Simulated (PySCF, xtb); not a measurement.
AlBr₃, SMILES [Br][Al]([Br])[Br].

Harmonic wavenumbers (cm⁻¹) from GFN2-xTB (xtb) at its own minimum, in rising order: 74, 74, 169, 241, 546, 546.

Task: What does B3LYP-D3(BJ)/def2-SVP in PySCF give at its own minimum? (An estimate is asked for; the answer gives what the named calculation found.)

Result: 92, 92, 171, 230, 510, 510. Paired by order, the mean absolute difference is 20 cm⁻¹ and the zero-point energies are 2.4 and 2.3 kcal/mol.
